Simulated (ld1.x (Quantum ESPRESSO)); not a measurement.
Values are calculated unless marked as measured or tabulated.
# Hardness and transferability of assorted potentials

Generated with ld1.x 7.5 (TM, RRKJ, ultrasoft, PAW), atompaw 4.2 or ONCVPSP 4.0.1. The cutoff is in Ry: for ld1.x and atompaw files where the sum of valence levels is converged to 10 mRy in a Bessel basis, for ONCV files where the hardest occupied wave has 1 mHa per electron of residual kinetic energy. The error is the largest all-electron minus pseudo excitation energy over each file’s own four to seven test configurations (ionisations up to +4, promotions, holes and added fractions of an electron), all of which were solved. The labels leave out finer settings (local radius, basis sizes, second energies), which also bear on the numbers. Spin-polarised tests are not counted. The rows are a selection from randomly drawn settings: files with unsolved tests, undetermined cutoffs or missed reference levels are left out.

A true bound ghost makes a file unfit for plane-wave use even where its test errors are small: the radial tests pick states by their node count and pass the ghost by.

| element | potential | cutoff (Ry) | largest error (meV) | bound ghosts |
| --- | --- | --- | --- | --- |
| Li | TM, PBE, scalar-relativistic, rc 1.90/4.20 (sp), local p, core correction no, reference 2s1 2p0 | 6 | +4.7 | none |
| Be | ultrasoft, PBE, scalar-relativistic, rc 1.65/2.45 (sp), local smoothed, core correction yes, reference 2s1 2p0 | 8 | +17 | none |
| Cl | TM semilocal, LDA (PZ), non-relativistic, rc 1.30/1.50 (sp), local p, core correction yes, reference 3s2 3p5 | 50 | +86 | none |
| Ar | TM, PBE, non-relativistic, rc 0.95/1.45/1.20 (spd), local smoothed, core correction yes, reference 3s2 3p6 | 90 | +366 | none |
| Ru | TM, BLYP, scalar-relativistic, rc 2.05/1.25/1.55 (spd), local d, core correction yes, reference 4p6 4d7 5s0 5p0 | 100 | -47 | s |
| Cs | TM, PBE, scalar-relativistic, rc 3.30/5.42/4.20 (spd), local s, core correction yes, reference 5d0 6s1 6p0 | 6 | -14 | none |
| Bi | ultrasoft, PBE, scalar-relativistic, rc 1.90/2.55/1.95 (spd), local smoothed, core correction yes, reference 5d10 6s2 6p3 | 35 | -76 | s |

Question: Fill in the row for Cl: TM, PBE, scalar-relativistic, rc 1.05/1.05 (sp), local smoothed, core correction yes, reference 3s1.5 3p5.5.

Answer: cutoff 110 Ry, largest error +284 meV, bound ghosts: none.

Question: Fill in the row for Sm: TM, PBEsol, scalar-relativistic, rc 2.15/2.50/2.90/1.55 (spdf), local smoothed, core correction no, reference 4f6 5s2 5p6 5d0 6s0 6p0.

Answer: cutoff 160 Ry, largest error +2352 meV, bound ghosts: none.
